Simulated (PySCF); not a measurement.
Si(H)(F)(Br)(Me) (CH₄BrFSi), SMILES [SiH](C)(F)Br. Geometry optimised at PBE0-D3(BJ)/def2-SVP.

Computed equilibrium geometry at PBE0-D3(BJ)/def2-SVP (PySCF confirms it by a frequency run) as Cartesian coordinates in Å:
```xyz
8

Si    -0.2554    -0.9002     0.3619
C     -2.1031    -0.8328     0.2757
F      0.2954    -1.9182    -0.7744
Br     0.5917     1.1050    -0.0625
H      0.2835    -1.3584     1.6659
H     -2.5311    -1.8327     0.4485
H     -2.4988    -0.1447     1.0379
H     -2.4270    -0.4779    -0.7141
```
